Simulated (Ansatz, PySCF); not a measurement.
Here is a job for Ansatz (a program for electronic structure).
Ansatz 0.2 input:
```yaml
crystal:
  periodic: [false, false, false]
  atoms:
    - {symbol: Sb, position_ang: [0.08892251, -0.56492957, 0.01724131]}
    - {symbol: I, position_ang: [-2.85572956, -1.29351936, 0.06781515]}
    - {symbol: I, position_ang: [-0.34524624, 2.19336829, -0.06694029]}
    - {symbol: I, position_ang: [3.11540886, -0.35623746, -0.01746556]}
basis:
  gaussian:
    orbitals: def2-SVP
hamiltonian:
  xc: revpbe
total_charge: -1
magnetization: {spin_polarized: true, initial_magnetization: 1}
accuracy: high
```

Question: Write the same job for PySCF.

Answer: This is not unique; one that fits is 
```python
from pyscf import gto, scf, dft

mol = gto.M(
    atom='''
Sb    0.08892251   -0.56492957    0.01724131
I    -2.85572956   -1.29351936    0.06781515
I    -0.34524624    2.19336829   -0.06694029
I     3.11540886   -0.35623746   -0.01746556
''',
    basis='def2-svp',
    ecp={'I': 'def2-svp', 'Sb': 'def2-svp'},
    charge=-1,
    spin=1,
    verbose=4,
)

mf = dft.UKS(mol)
mf.xc = 'revpbe'
mf.grids.atom_grid = (99, 590)
mf.grids.prune = None
mf.kernel()
```

Both were run: Ansatz gave -1133.727112 Eh and PySCF -1133.727109 Eh, 0.003 mEh apart.
